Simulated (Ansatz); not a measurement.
Born–Oppenheimer molecular dynamics of Cl3F2HSi (7 atoms, charge 0, multiplicity 1). It starts at the highest image of a converged band, a first-order saddle point between two minima.

The calculation used RKS PBE-D4/def2-SVP (Ansatz 0.2.0).

```yaml
ensemble: NVE (velocity Verlet)
time_step: 0.5 fs
steps_asked: 200
starting_velocities_drawn_for: 100 K
seed: 11010
```

First frame:

```xyz
7
Properties=species:S:1:pos:R:3
Si -0.305 0.000 -0.045
Cl 0.074 0.000 2.345
F 1.321 0.000 -0.172
Cl -0.737 1.775 -0.990
Cl -0.737 -1.775 -0.990
F -1.935 0.000 0.796
H -1.335 0.000 1.888
```

Q: How far do the bonds stretch over the last three quarters of this one trajectory? (Pairs bonded in most of those frames.)

A: 
| bond | mean (Å) | spread (Å) | shortest | longest |
| --- | --- | --- | --- | --- |
| Si1–Cl2 | 2.176 | 0.135 | 2.01 | 2.39 |
| Si1–F3 | 1.622 | 0.008 | 1.61 | 1.64 |
| Si1–Cl4 | 2.051 | 0.025 | 2.00 | 2.09 |
| Si1–Cl5 | 2.055 | 0.021 | 2.02 | 2.08 |
| F6–H7 | 0.987 | 0.065 | 0.91 | 1.14 |

Mean temperature of the second half: 890 K. The conserved energy stayed within 0.089 meV per atom of its start (net change -0.049 meV per atom), so the integration is sound. The kinetic energy rose, since the run started high on the potential surface and went downhill. It ends in pieces (Cl3FSi + FH), so much of that is their flight and rotation, not heat. A run of 0.1 ps of so small a system gives no equilibrium averages. The orbitals stay closed-shell, which can raise the energy where a bond breaks towards radicals; this wasn't checked here.

The run took 6.1 min on 2 threads of Arm Neoverse V1, on a shared host, peak memory 0.15 GiB.
